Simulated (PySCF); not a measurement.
**Solvent effects on NMR parameters**

Structure with atom numbers: `[BH2:1][c:2]1[cH:3][c:4]([CH3:5])[cH:6][s:7]1`. Each H is labelled by its parent atom.

GIAO PBE0/pcSseg-1 in PySCF 2.14 on one PBE0-D3(BJ)/def2-SVP conformer, non-relativistic, equivalent nuclei averaged. Solvents enter as an IEF-PCM continuum (chloroform with ε = 4.7, acetone with ε = 20.5) around the gas-phase geometry. Shifts are referred to BF3·OEt2, TMS, CS2 computed in the same medium.

In chloroform, δ in ppm: B1 60.9, C3 156.9, C2 155.7, C6 152.0, C4 147.7, C5 17.0, S7 257.9, H(C3) 7.98, H(C6) 7.88, H(B1) 6.62, H(C5) 2.54. Dipole moment 3.19 D.

Question: How does each δ change in the more polar medium?

Answer: 
| atoms | environment | Δδ, acetone |
| --- | --- | --- |
| B1 | boron bonded to C, 2 H | -0.2 |
| C3 | aromatic CH | +0.9 |
| C2 | substituted aromatic carbon next to the ring sulfur | -0.2 |
| C6 | aromatic CH next to the ring sulfur | +1.0 |
| C4 | substituted aromatic carbon | +0.9 |
| C5 | methyl carbon on an aromatic ring | +0.1 |
| S7 | aromatic ring sulfur | -2.1 |
| H(C3) | hydrogen on an aromatic CH | +0.07 |
| H(C6) | hydrogen on an aromatic CH next to the ring sulfur | +0.11 |
| H(B1) | hydrogen on a boron bonded to C | -0.03 |
| H(C5) | hydrogen on a methyl carbon on an aromatic ring | +0.03 |

Changes are relative to chloroform. The dipole moment becomes 3.41 D in acetone.

Question: Which nuclei move most (in ppm), and what does the model miss?

Answer: S7 (aromatic ring sulfur, -2.1 ppm) in acetone. A continuum only polarises the solute; specific hydrogen bonds, the anisotropy of aromatic solvents and changes of geometry or conformer are outside it.
